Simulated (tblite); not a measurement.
C6H3ClF (doublet state).
Atom-mapped SMILES: `[F:1][c:2]1[cH:3][c:4][cH:5][c:6]([Cl:7])[cH:8]1` (hydrogens: H9 on C3; H10 on C5; H11 on C8)

Calculated harmonic vibrations of the isolated species, GFN2-xTB (tblite), most abundant isotopes, no scaling. This tight-binding method is rough: wavenumbers can miss measured ones by several per cent, in bad cases by 10 to 20. Open shells enter through the occupations alone, without spin polarisation, and single modes of such species can be off by tens of per cent.

Harmonic wavenumbers (cm⁻¹): 166.1, 207.5, 229.8, 378.7, 410.3, 435.5, 475.9, 498.9, 598.3, 645.5, 795.8, 843.5, 851.6, 854.6, 968.2, 1077.5, 1083.0, 1173.5, 1207.2, 1268.1, 1382.6, 1431.7, 1506.9, 1603.2, 3106.5, 3106.7, 3116.5.

A = 3732, B = 1178, C = 895.7 MHz; mass 128.991 u (most abundant isotopes); point group Cs, symmetry number 1; spin multiplicity 2.

Task: What is the zero-point energy?

Result: Half the sum of the wavenumbers: 14712 cm⁻¹ = 175.99 kJ/mol.

Task: Give the ideal-gas entropy at 400 K and 1 bar in the rigid-rotor, harmonic-oscillator model (classical rotation).

Result: Translation 175.57, rotation 124.13, vibration 79.49, spin (R ln 2) 5.76: S = 385.0 J/(mol K).

Task: And Cp and H(400 K) − H(0)?

Result: Cp = 138.16 J/(mol K), of which vibrations give 104.90 (their classical limit is 27 R = 224.5); H(400 K) − H(0) = 32.63 kJ/mol without the zero-point energy, 19.33 from vibrations.

Task: How do the functions run with temperature in this model?

Result: 
```csv
T (K),S (J/(mol K)),Cp (J/(mol K)),H − H(0) (kJ/mol),G − H(0) (kJ/mol),ln q(vib)
50,236.9,36.2,1.69,-10.16,0.01
100,265.9,49.7,3.82,-22.77,0.20
298.15,348.3,111.5,19.87,-83.98,2.32
373.15,375.6,131.7,29.01,-111.14,3.36
500,418.1,159.0,47.53,-161.53,5.22
750,489.7,193.0,91.96,-275.32,8.90
1000,548.1,212.4,142.83,-405.28,12.34
```

q(vib) and H(0) count from the zero-point level.

Task: Which modes carry the vibrational entropy at 400 K?

Result: 166.1 cm⁻¹: 12.72; 207.5 cm⁻¹: 10.94; 229.8 cm⁻¹: 10.13; 378.7 cm⁻¹: 6.36; 410.3 cm⁻¹: 5.79; 435.5 cm⁻¹: 5.38 J/(mol K); the other 21 give 28.17 together.

Hindered rotation and anharmonicity are outside this model.
